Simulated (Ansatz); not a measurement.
Cost and result for the atomization energy of C$_{2}$H$_{6}$ClFOSSi (`CO[Si](F)(Cl)SC`) (13 atoms, 12 bonds).

```xyz
13

C     0.8994   -0.1466    2.0710
O    -0.0388   -0.1253    1.0097
Si    0.0152   -1.0515   -0.3132
F     1.4703   -0.9033   -0.9430
Cl   -0.2220   -3.0242    0.1277
S    -1.4825   -0.4869   -1.6539
C    -1.0608    1.2787   -1.8073
H     0.6316    0.6484    2.7670
H     0.8668   -1.1046    2.5973
H     1.9146    0.0266    1.7040
H    -1.1094    1.7708   -0.8378
H    -1.8094    1.7109   -2.4699
H    -0.0750    1.4071   -2.2514
```

The species carries charge 0 and has multiplicity 1. All single points use the PBE0-D4/def2-TZVP geometry. It is one conformer, not always the lowest. Program: Ansatz. All runs use 2 threads of an AMD EPYC 7R13 on a shared host and a share of an NVIDIA H100 80 GB. Times are those of one run each, without the atoms' runs, and a repeat can differ threefold. Electronic energies, without spin–orbit coupling; frozen cores. CCSD(T)/CBS adds CCSD(T) − MP2 in def2-TZVPP to the MP2 limit, and its time is that of the two runs behind it. T1 = 0.011. B3LYP takes the VWN-RPA correlation (the form of Gaussian; ORCA's B3LYP/G).

CCSD(T)/CBS is a level of theory with its own doubt, some kJ/mol a heavy atom from the limit and from the frozen cores, so smaller differences don't rank the functionals.

```json
{"level": "PBE0-D4/def2-TZVPP", "functions": "334", "wall time": "3.9 s", "atomization (kcal/mol)": "1201.4", "difference from CCSD(T)/CBS": "-3.0", "per bond": "-0.3"}
{"level": "PBE-D4/def2-TZVPP (with forces)", "functions": "334", "wall time": "4.8 s", "atomization (kcal/mol)": "1222.4", "difference from CCSD(T)/CBS": "18.0", "per bond": "1.5"}
{"level": "B3LYP-D4/def2-TZVPP (with forces)", "functions": "334", "wall time": "5 s", "atomization (kcal/mol)": "1195.5", "difference from CCSD(T)/CBS": "-8.9", "per bond": "-0.7"}
{"level": "B2PLYP/def2-TZVPP", "functions": "334", "wall time": "7 s", "atomization (kcal/mol)": "1184.8", "difference from CCSD(T)/CBS": "-19.6", "per bond": "-1.6"}
{"level": "r2SCAN-D4/def2-TZVPP (with forces)", "functions": "334", "wall time": "8 s", "atomization (kcal/mol)": "1207.1", "difference from CCSD(T)/CBS": "2.7", "per bond": "0.2"}
{"level": "MP2/def2-QZVPP", "functions": "618", "wall time": "8 s", "atomization (kcal/mol)": "1219.6", "difference from CCSD(T)/CBS": "15.2", "per bond": "1.3"}
{"level": "ωB97X-V/def2-TZVPP", "functions": "334", "wall time": "13 s", "atomization (kcal/mol)": "1206.4", "difference from CCSD(T)/CBS": "2.0", "per bond": "0.2"}
{"level": "ωB97M-V/def2-TZVPP (with forces)", "functions": "334", "wall time": "13 s", "atomization (kcal/mol)": "1207.6", "difference from CCSD(T)/CBS": "3.2", "per bond": "0.3"}
{"level": "CCSD(T)/def2-TZVPP", "functions": "334", "wall time": "18 s", "atomization (kcal/mol)": "1169.2", "difference from CCSD(T)/CBS": "-35.2", "per bond": "-2.9"}
{"level": "CCSD(T)/CBS(def2)", "functions": "–", "wall time": "26 s", "atomization (kcal/mol)": "1204.4", "difference from CCSD(T)/CBS": "0.0", "per bond": "0.0"}
```

The D4 term adds +14.5 kcal/mol with B3LYP and +7.7 kcal/mol with PBE0; it sums over pairs of atoms, weighted by their polarisabilities, and B3LYP, whose exchange is more repulsive, gets the larger term. From PBE to PBE0 (25 % exact exchange), in def2-TZVPP and without D4, the atomization energy moves by −19.7 kcal/mol: exact exchange takes away binding that semilocal exchange gives to molecules. In def2-TZVPP, CCSD(T) changes the Hartree–Fock value by +288.0 kcal/mol (the triples alone add +19.0 kcal/mol) and MP2 by +317.5 kcal/mol; breaking electron pairs costs correlation energy, which Hartree–Fock lacks.
